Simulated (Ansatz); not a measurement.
`F[SiH2][AlH][Cl]` + `OBO` → `OB(O)[SiH2]F` + `[AlH2][Cl]`  (formal exchange of groups at the Si–Al bond)

Gas-phase electronic energies from Ansatz, PBE0-D4/def2-TZVP geometries. CCSD(T)/CBS is the MP2 limit (def2-TZVPP, def2-QZVPP) plus CCSD(T) − MP2 in def2-TZVPP, frozen cores. This one scheme is used for every species. Functionals use def2-TZVPP. One conformer a species, not always the lowest.

```
             level  ΔE (kJ/mol)
            PBE-D4         26.3
           PBE0-D4         26.5
           ωB97X-V         20.8
            B2PLYP         22.8
    MP2/def2-TZVPP         20.8
SCS-MP2/def2-TZVPP         20.6
     HF/def2-QZVPP         24.4
    MP2/def2-QZVPP         21.6
```

Problem. What does CCSD(T)/CBS give? (An estimate is asked.)

Solution. Ansatz gave: +23.5 kJ/mol. The listed levels differ from it by 2.8, 3.0, -2.7, -0.7, -2.7, -2.9, 0.9, -1.9 kJ/mol.

Largest T1 diagnostic among the species: 0.013.
